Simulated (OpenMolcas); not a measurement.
# 2s2 2p along the 5-electron sequence

```
Program             : OpenMolcas 26.06
Method              : SS-CASPT2, IPEA 0.25 Eh, imaginary shift 0.1 Eh
Basis               : ANO-R2
Scalar Hamiltonian  : X2C, finite nucleus
Spin-orbit coupling : RASSI with atomic mean-field integrals over the reference wave functions, term energies averaged over their components
```

Active space for each ion: 1 electron in 3 orbitals (2p); closed shells correlated by CASPT2: 1s 2s.

Computed levels in cm-1 above 2P* 1/2:

```json
{"Level": "2P* 3/2", "B": "14.4", "C+": "61.9", "N2+": "173", "O3+": "383", "F4+": "740", "Ne5+": "1301"}
{"Level": "weight of 2P* in the lowest level (%)", "B": "100", "C+": "100", "N2+": "100", "O3+": "100", "F4+": "100", "Ne5+": "100"}
```

Measured, with the error of the calculation in %. Measured levels: B, C+ from NIST Handbook of Basic Atomic Spectroscopic Data; N2+ from Moore, Selected Tables of Atomic Spectra, NSRDS-NBS 3, section 5; O3+ from Moore, Selected Tables of Atomic Spectra, NSRDS-NBS 3, section 10; F4+ from Moore, Atomic Energy Levels, vol. I, NSRDS-NBS 35 (1971 reprint of NBS Circular 467, 1949); Ne5+ from NIST levels in Podobedova, Fuhr, Reader and Wiese, J. Phys. Chem. Ref. Data 33, 525 (2004).

```csv
Level,B,C+,N2+,O3+,F4+,Ne5+
2P* 3/2,15.3 (-5.7),63.4 (-2.5),174 (-1.0),386 (-0.7),746 (-0.8),1310 (-0.7)
```

The fine-structure level 2P* 3/2 changes by a factor of 90.3 from B to Ne5+. Its fourth root runs 1.95, 2.80, 3.63, 4.42, 5.22, 6.01, with steps per unit of Z of 0.86, 0.82, 0.80, 0.79, 0.79; equal steps would mean a (Z - σ)^4 law with constant σ.

With one active electron, CASPT2 adds the correlation within the correlated inactive shells and between them and that electron, and leaves the splitting within a term as the reference gives it. Measured partners are found by configuration, term and J. A level has none where our copy of the source lacks it or the pairing is in doubt (some pairs that miss far off the trend of their configuration count as doubtful), and it then counts in no deviation. Only configurations of the active space appear.

* marks odd parity.
